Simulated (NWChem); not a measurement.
Species: C2H3BCl2; SMILES C(=C)B(Cl)Cl

```xyz
8

B     -0.1104    -0.1143     0.0007
Cl    -0.4213    -1.8412    -0.0005
Cl     1.5629     0.4232     0.0002
C     -1.2875     0.8858     0.0018
C     -1.1219     2.2178    -0.0014
H     -2.3069     0.4825     0.0048
H     -1.9696     2.9107    -0.0011
H     -0.1210     2.6625    -0.0046
```
Atoms are numbered in this order, from 1.

All runs: NWChem. The geometry was optimised at PBE0/def2-SVP. Total energies compare along this basis series because the functional is fixed.

```json
[
 {"level": "PBE0/cc-pVDZ", "basis functions": "93", "energy (Ha)": "-1022.9194", "highest occupied level (eV)": "-8.42", "orbital gap (eV)": "6.36", "dipole (D)": "2.00"},
 {"level": "PBE0/aug-cc-pVDZ", "basis functions": "150", "energy (Ha)": "-1022.9279", "highest occupied level (eV)": "-8.53", "orbital gap (eV)": "…", "dipole (D)": "2.03"},
 {"level": "PBE0/cc-pVTZ", "basis functions": "200", "energy (Ha)": "-1022.9762", "highest occupied level (eV)": "-8.51", "orbital gap (eV)": "6.32", "dipole (D)": "1.98"}
]
```

Some entries are withheld; supply them.


- PBE0/aug-cc-pVDZ, orbital gap (eV): 6.26
